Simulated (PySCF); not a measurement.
Ta(NMe)(F)2(OH) (CH4F2NOTa), SMILES C[N]=[Ta]([OH])([F])[F], multiplicity 1. Coordinates come from a PBE0-D3(BJ)/def2-SVP optimisation. The spin state was assumed, not searched. The def2 effective core potentials stand for the cores of Ta; spin–orbit coupling is left out. The values are those of a single conformer.

Give the equilibrium geometry at PBE0-D3(BJ)/def2-SVP (PySCF confirms it by a frequency run) as Cartesian coordinates in Å, and its point group. (The exact figures need the calculation; the answer reports its results.)

This is not unique; one that fits is point group Cs.
```xyz
10

Ta    -0.0118     0.2356     0.0000
N      0.0143    -1.5239     0.0000
C     -0.0051    -2.9409     0.0000
H     -0.5231    -3.3361     0.8912
H      1.0181    -3.3566     0.0000
H     -0.5231    -3.3361    -0.8912
F     -0.8978     0.7852     1.5821
F     -0.8978     0.7852    -1.5821
O      1.7925     0.8282     0.0000
H      2.6430     0.3808     0.0000
```
Charge 0, spin multiplicity 1.
